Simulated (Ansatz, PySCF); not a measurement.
Molecule: C$_{2}$H$_{10}$OSi$_{2}$, net charge 0, singlet state. SMILES: C([SiH2][SiH3])OC
Coordinates optimised at B3LYP-D3(BJ)/def2-TZVP (Ansatz, a first-principles code):
```xyz
15

C     -2.8552    -0.5283     0.1947
O     -1.5280    -0.2602    -0.2076
C     -0.9465     0.8367     0.4815
Si     0.8227     1.0522    -0.1695
Si     1.9148    -1.0201    -0.1185
H     -2.9038    -0.7720     1.2635
H     -3.5093     0.3312     0.0019
H     -3.2047    -1.3820    -0.3842
H     -1.5372     1.7516     0.3285
H     -0.9260     0.6484     1.5653
H      1.5174     2.0355     0.7019
H      0.7945     1.5964    -1.5497
H      1.7391    -1.6422     1.2180
H      3.3692    -0.8486    -0.3627
H      1.3703    -1.9357    -1.1476
```

Harmonic wavenumbers (cm⁻¹) at B3LYP/6-31G* (Ansatz, at its own minimum) and at B3LYP-D3(BJ)/def2-TZVP (PySCF, at the structure above). 6-31G* holds six Cartesian d functions. Modes are numbered in rising order, 39 in all, and paired by that order; shown are modes over 250 cm⁻¹ that lie over 6 % from every other mode at both levels, one of each degenerate set, at most eight drawn at random. The second level is harmonic too, so this factor is not the one that brings values to measured fundamentals.

```json
[
 {"mode": "10", "B3LYP/6-31G* (x)": "515", "B3LYP-D3(BJ)/def2-TZVP (y)": "505"},
 {"mode": "11", "B3LYP/6-31G* (x)": "561", "B3LYP-D3(BJ)/def2-TZVP (y)": "558"},
 {"mode": "14", "B3LYP/6-31G* (x)": "800", "B3LYP-D3(BJ)/def2-TZVP (y)": "796"},
 {"mode": "25", "B3LYP/6-31G* (x)": "1335", "B3LYP-D3(BJ)/def2-TZVP (y)": "1318"}
]
```

Question: Fit one scale factor, y = λ·x, by least squares, and use it for mode 9, which lies at 432 cm⁻¹ at B3LYP/6-31G*.

Answer: λ = Σxy/Σx² = 2969443/3002171 = 0.9891; the rows scatter about it by 4 cm⁻¹ (root mean square). Prediction for mode 9: 427 cm⁻¹. It lies outside the range of the table, so the fit extrapolates. The wavenumber at B3LYP-D3(BJ)/def2-TZVP is 426 cm⁻¹, so the fit misses by +1 cm⁻¹, against +6 cm⁻¹ without it. The fit is meant for this molecule alone.
